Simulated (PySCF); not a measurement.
## Which element holds Br most strongly?

CCSD(T) in PySCF with def2-TZVPPD on every atom (core potentials on In), for the lowest determinant that a PBE0 search found; no spin–orbit coupling. D0 is De less the harmonic zero-point energy.

| M | state (unpaired electrons) | Re (Å) | ωe (cm⁻¹) | D0(MBr) (eV) |
| --- | --- | --- | --- | --- |
| Ga | singlet (closed shell) | 2.367 | 272 | 4.32 |
| In | singlet (closed shell) | 2.562 | 221 | 4.11 |
| Cu | singlet (closed shell) | 2.220 | 297 | 3.37 |
| P | triplet (π ↑↑) | 2.190 | 429 | 2.64 |
| C | doublet (π ↑) | 1.824 | 733 | 3.38 |
| Al | singlet (closed shell) | 2.317 | 378 | 4.54 |
| Si | doublet (π ↑) | 2.237 | 421 | 3.68 |

Order the elements by D0 and give the energy of AlBr + Cu → CuBr + Al.

Al > Ga > In > Si > C > Cu > P; ΔE = 4.54 − 3.37 = +1.17 eV at CCSD(T)/def2-TZVPPD. Close neighbours can swap at other levels.

Correlated steps freeze the inner cores (10 to 18 orbitals); shallow outer-core shells are correlated. Spin–orbit coupling is left out, which matters for elements this heavy, above all for dissociation energies. Where the molecule has an RHF reference, its open-shell atoms are computed with UHF. The CCSD T1 diagnostic is raised in CuBr, a sign that a single reference may not be enough there. States were picked by a PBE0 search and need not be the measured ground states.
